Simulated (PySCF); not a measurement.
Chain-length series, silicon-germanium chain silyl/silyl (end groups after the name). Gas-phase values, no solvent. One relaxed conformer stands for each flexible species; it need not be the lowest. Strings in code marks are SMILES.

These are PBE0-D3(BJ)/def2-TZVP // PBE-D3(BJ)/def2-SVP in PySCF values and carry that method's errors. Delta-SCF ions had no search for a lower state. Excitations are Tamm–Dancoff values on a coarser integration grid. The basis has no diffuse functions, so Rydberg states are missing or too high.

| species | S1–T1 gap (TDA) (eV) | HOMO (eV) | vertical ionisation energy (Delta-SCF) (eV) |
|---|---|---|---|
| n = 1 (`[GeH2]([SiH3])[SiH2][SiH3]` (Si–Si–Ge–Si torsion 179°)) | 1.14 | -7.65 | 9.25 |
| n = 2 (`[SiH3][SiH2][GeH2][SiH2][GeH2][SiH3]`) | 0.95 | -7.27 | 8.62 |
| n = 3 (`[GeH2]([SiH3])[SiH2][GeH2][SiH2][GeH2][SiH2][SiH3]`) | 0.79 | -7.07 | 8.25 |
